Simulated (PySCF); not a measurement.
C3H5ClGe, SMILES ClC=C=[CH][GeH3]. Heavy atoms are numbered as in [Cl:1][CH:2]=[C:3]=[CH:4][GeH3:5]. Hydrogens are named by the atom that carries them.

Geometry optimised at r2SCAN-D4/def2-SVP. The structure was generated by enumeration; whether it is a known compound was not checked.

The numbers are results of PBE/pcSseg-1 run with PySCF, not measurements.

GIAO shieldings, no solvent; atoms alike by connectivity are averaged. δ = σ(ref) − σ: ³⁵Cl against HCl (σ = 936.5 ppm); ¹³C against TMS (σ = 182.0 ppm); ⁷³Ge against GeH4 (σ = 1614.4 ppm); ¹H against TMS (σ = 31.49 ppm), references at their B3LYP-D3(BJ)/def2-TZVP geometries, non-relativistic (without spin–orbit terms, shifts of atoms bonded to Cl or Br come out too high).

```
nucleus       atoms  count  δ (ppm)
-------  ----------  -----  -------
³⁵Cl            Cl1      1    182.2
¹³C              C3      1    223.8
¹³C         C2 (CH)      1    102.3
¹³C         C4 (CH)      1     95.2
⁷³Ge     Ge5 (GeH3)      1    119.3
¹H          H on C2      1     6.41
¹H          H on C4      1     6.22
¹H         H on Ge5      3     4.61
```
